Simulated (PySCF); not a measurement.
Gas-phase XPS of Si(CN)Me3, computed

Si(CN)Me3, C4H9NSi.
Cartesian coordinates in Å at the PBE0-D3(BJ)/def2-SVP level; atoms count from 1:
```
atom  x, y, z in Å
Si1   -0.0035   -0.0042    0.1745
C2    -0.0103   -0.0066    2.0510
N3    -0.0142   -0.0127    3.2111
C4     1.7907   -0.0125   -0.3569
H5     1.8636   -0.0436   -1.4557
H6     2.3176   -0.8902    0.0468
H7     2.3123    0.8908   -0.0060
C8    -0.8906    1.5530   -0.3656
H9    -0.8855    1.6332   -1.4640
H10   -0.3997    2.4487    0.0442
H11   -1.9376    1.5504   -0.0265
C12   -0.9038   -1.5540   -0.3653
H13   -1.9345   -1.5664    0.0204
H14   -0.3896   -2.4554    0.0008
H15   -0.9478   -1.6065   -1.4648
```

Method used: PySCF, delta-SCF UKS SCAN, pcX-2 on the ionised atom, pcseg-1 elsewhere, spin-free X2C. Vertical ΔSCF values, vacuum level as zero.

Task: What binding energy does each computed site have?

Result: 
```tsv
atom(s)	environment	level	binding energy (eV)	2p1/2 (eV)	above the level's lowest (eV)	count
Si1	silicon bonded to 4 C	Si 2p3/2	107.05	107.68	0.00	1
Si1	silicon bonded to 4 C	Si 1s	1846.92	–	0.00	1
C2	carbon bonded to N and Si	C 1s	291.33	–	+0.83	1
N3	nitrogen bonded to C	N 1s	404.80	–	0.00	1
C4/C8/C12	carbon bonded to Si and 3 H	C 1s	290.50	–	0.00	3
```

The listed C 1s values span 0.83 eV, from C4/C8/C12 (bonded to 3 H and Si) to C2 (bonded to N and Si).

Task: Give the binding energy of Si 1s of Si1 in hartree and in kJ/mol.

Result: 1846.92 eV = 67.8731 Eh = 178201 kJ/mol.

The first atom of each set that the bonding makes equivalent was ionised and stands for the set. Spin–orbit coupling isn't in the SCF: each 2p doublet comes from a relaxed spin-free hole plus a matrix of the shell (mean-field spin–orbit coupling and the ground-state 2p splitting), with 2p3/2 averaged over its two sublevels. 2p1/2 minus 2p3/2 (ligand field included): Si 0.63 eV. Geometry: PBE0-D3(BJ)/def2-SVP; no solvent, vibrations or thermal averaging.
